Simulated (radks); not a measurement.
Values are calculated unless marked as measured or tabulated.
Pr+, configuration [Xe] 4f3 6s1.

Code: a radial shooting solver on a logarithmic mesh with Libxc functionals. Model: scalar-relativistic Kohn-Sham, LDA (Slater exchange, VWN5 correlation), spin-unpolarised, spherical densities, finite nucleus; Fermi nuclear charge, rms radius 4.8919 fm; hard spherical wall at 15 bohr.

Energy parts (eV):
part                      energy
total                 -251159.62
kinetic                266658.12
electron-nucleus      -609160.36
Hartree                 97026.54
exchange-correlation    -5683.92

Orbitals (lengths in bohr, moments of r in powers of bohr; <r^-3> diverges for s and p1/2; r(90%) holds 90 % of the orbital's charge):
[
 {"orbital": "1s", "occ.": "2", "eigenvalue (eV)": "-41775.79", "r(90%)": "0.0435", "<r^-3>": "-", "<r^4>": "1.650e-06", "<r^2>": "0.0007908"},
 {"orbital": "2s", "occ.": "2", "eigenvalue (eV)": "-6726.844", "r(90%)": "0.159", "<r^-3>": "-", "<r^4>": "0.0002705", "<r^2>": "0.01255"},
 {"orbital": "2p", "occ.": "6", "eigenvalue (eV)": "-6023.109", "r(90%)": "0.147", "<r^-3>": "8474", "<r^4>": "0.0001983", "<r^2>": "0.01001"},
 {"orbital": "3s", "occ.": "2", "eigenvalue (eV)": "-1455.300", "r(90%)": "0.400", "<r^-3>": "-", "<r^4>": "0.01092", "<r^2>": "0.08497"},
 {"orbital": "3p", "occ.": "6", "eigenvalue (eV)": "-1232.322", "r(90%)": "0.405", "<r^-3>": "1710", "<r^4>": "0.01139", "<r^2>": "0.08493"},
 {"orbital": "3d", "occ.": "10", "eigenvalue (eV)": "-918.3015", "r(90%)": "0.387", "<r^-3>": "234.2", "<r^4>": "0.009369", "<r^2>": "0.07224"},
 {"orbital": "4s", "occ.": "2", "eigenvalue (eV)": "-293.5077", "r(90%)": "0.895", "<r^-3>": "-", "<r^4>": "0.2795", "<r^2>": "0.4379"},
 {"orbital": "4p", "occ.": "6", "eigenvalue (eV)": "-220.5955", "r(90%)": "0.961", "<r^-3>": "371.4", "<r^4>": "0.3681", "<r^2>": "0.4954"},
 {"orbital": "4d", "occ.": "10", "eigenvalue (eV)": "-116.2664", "r(90%)": "1.10", "<r^-3>": "41.63", "<r^4>": "0.6200", "<r^2>": "0.6152"},
 {"orbital": "4f", "occ.": "3", "eigenvalue (eV)": "-7.3003", "r(90%)": "2.10", "<r^-3>": "4.293", "<r^4>": "13.29", "<r^2>": "1.925"},
 {"orbital": "5s", "occ.": "2", "eigenvalue (eV)": "-45.0736", "r(90%)": "2.17", "<r^-3>": "-", "<r^4>": "9.651", "<r^2>": "2.549"},
 {"orbital": "5p", "occ.": "6", "eigenvalue (eV)": "-27.4612", "r(90%)": "2.59", "<r^-3>": "50.87", "<r^4>": "19.40", "<r^2>": "3.531"},
 {"orbital": "5d", "occ.": "0", "eigenvalue (eV)": "-7.5512", "r(90%)": "4.55", "<r^-3>": "2.330", "<r^4>": "181.7", "<r^2>": "9.956"},
 {"orbital": "6s", "occ.": "1", "eigenvalue (eV)": "-8.3270", "r(90%)": "5.81", "<r^-3>": "-", "<r^4>": "487.2", "<r^2>": "18.18"},
 {"orbital": "6p", "occ.": "0", "eigenvalue (eV)": "-5.3344", "r(90%)": "7.28", "<r^-3>": "5.399", "<r^4>": "1189", "<r^2>": "28.49"},
 {"orbital": "7s", "occ.": "0", "eigenvalue (eV)": "-2.5362", "r(90%)": "11.1", "<r^-3>": "-", "<r^4>": "6527", "<r^2>": "70.97"}
]

The highest occupied level is 4f at -7.300 eV. The configuration is held as typed, so some empty levels lie below it. Summed over all electrons, <r^2> = 61.73 bohr^2, which gives a Langevin (diamagnetic) susceptibility term of -48.9 x 10^-6 cm^3/mol. The density falls to 0.001 e/bohr^3 at r = 4.62 bohr.
